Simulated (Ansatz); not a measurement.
Sn₄H₂, 6 atoms. Hardware: 4 threads of Arm Neoverse V1 on a shared host.

In the def2 sets Sn takes a core potential; there is no spin–orbit coupling. Correlated methods freeze 16 core orbitals; core or outer-core shells of Sn are correlated, in sets that lack core-valence functions.

(1) How many basis functions does each of these Ansatz runs have, and roughly what does it cost? PBE0-D4/def2-SVP, charge 0 singlet, energy, from earlier orbitals; r2SCAN-D4/def2-TZVP, charge 0 singlet, energy, from earlier orbitals; PBE-QIDH/def2-TZVP, charge 0 singlet, energy, from earlier orbitals; LDA (SPW92)/def2-TZVP, charge 0 singlet, energy, from earlier orbitals; HSE06-D4/def2-TZVP, charge 0 singlet, energy, from earlier orbitals; CCSD(T)/def2-SVP, charge 0 singlet, energy, from earlier orbitals; PBE0-D4/def2-SVP, charge 0 singlet, relaxation, 9 steps; PBE0-D4/def2-TZVP, charge 0 singlet, energy, from earlier orbitals; MP2/def2-TZVP, charge 0 singlet, energy, from earlier orbitals; PBE-D4/def2-SVP, charge 0 singlet, energy, from earlier orbitals; PBE-D4/def2-TZVP, charge 0 singlet, energy and forces, from earlier orbitals.

## Answers

(1) Other jobs shared the machine, so times can vary by a factor of up to 3. A dash marks memory too small to be measured apart from the calling script's.

```json
{"run": "PBE-D4/def2-SVP, charge 0 singlet, energy, from earlier orbitals", "functions": "114", "fitting or Cholesky vectors": "1280", "wall time": "1.3 s", "peak host memory (GiB)": "–"}
{"run": "LDA (SPW92)/def2-TZVP, charge 0 singlet, energy, from earlier orbitals", "functions": "212", "fitting or Cholesky vectors": "1640", "wall time": "1.5 s", "peak host memory (GiB)": "–"}
{"run": "PBE0-D4/def2-SVP, charge 0 singlet, energy, from earlier orbitals", "functions": "114", "fitting or Cholesky vectors": "1470", "wall time": "2.4 s", "peak host memory (GiB)": "–"}
{"run": "PBE-D4/def2-TZVP, charge 0 singlet, energy and forces, from earlier orbitals", "functions": "212", "fitting or Cholesky vectors": "1640", "wall time": "3.1 s", "peak host memory (GiB)": "–"}
{"run": "HSE06-D4/def2-TZVP, charge 0 singlet, energy, from earlier orbitals", "functions": "212", "fitting or Cholesky vectors": "1932", "wall time": "5 s", "peak host memory (GiB)": "0.88"}
{"run": "MP2/def2-TZVP, charge 0 singlet, energy, from earlier orbitals", "functions": "212", "fitting or Cholesky vectors": "2024", "wall time": "5.5 s", "peak host memory (GiB)": "0.72"}
{"run": "r2SCAN-D4/def2-TZVP, charge 0 singlet, energy, from earlier orbitals", "functions": "212", "fitting or Cholesky vectors": "1640", "wall time": "6 s", "peak host memory (GiB)": "–"}
{"run": "PBE0-D4/def2-TZVP, charge 0 singlet, energy, from earlier orbitals", "functions": "212", "fitting or Cholesky vectors": "1932", "wall time": "6 s", "peak host memory (GiB)": "0.84"}
{"run": "PBE-QIDH/def2-TZVP, charge 0 singlet, energy, from earlier orbitals", "functions": "212", "fitting or Cholesky vectors": "2024", "wall time": "9.5 s", "peak host memory (GiB)": "0.76"}
{"run": "CCSD(T)/def2-SVP, charge 0 singlet, energy, from earlier orbitals", "functions": "114", "fitting or Cholesky vectors": "1470", "wall time": "21 s", "peak host memory (GiB)": "0.76"}
{"run": "PBE0-D4/def2-SVP, charge 0 singlet, relaxation, 9 steps", "functions": "114", "fitting or Cholesky vectors": "1618", "wall time": "26 s", "peak host memory (GiB)": "–"}
```
